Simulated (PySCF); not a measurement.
**Dipole response of Ni⁺ (nickel, charge +1)**

[Ar] 3d9, 2D determinant. All numbers are calculated (PySCF 2.14, scalar relativity by spin-free X2C-1e, in aug-cc-pVDZ-DK). Coupled (time-dependent) response in atomic units; α is the mean over directions. A double-zeta set is small for polarisabilities.

```csv
method,mean α (bohr³),"α xx, yy, zz",C₆ (like pair),S(−4)
r2SCAN0,7.431,"6.881, 6.881, 8.529",23.86,58.01
```

S(−4) is the Cauchy moment in α(ω) = α(0) + S(−4) ω² + …

α(iu) at r2SCAN0:

```
u (hartree)  α(iu) (bohr³)
          0          7.431
     0.0500          7.290
      0.100          6.915
      0.200          5.877
      0.300          4.924
      0.500          3.682
      0.750          2.845
       1.00          2.323
       1.50          1.651
       2.00          1.229
       3.00         0.7574
       5.00         0.3771
```

A single London oscillator, α(iu) = α/(1 + u²/ω²), gives C₆ = (3/4) ω α². Matching the computed C₆ needs ω = 4 × 23.86 / (3 × 7.431²) = 0.576 hartree.

For an ion, C₆ is the dispersion term alone; charge-induced terms of lower order in 1/R come first.

The components differ because the open shell of this determinant is not spherical; for a pure term their mean is the scalar polarisability.
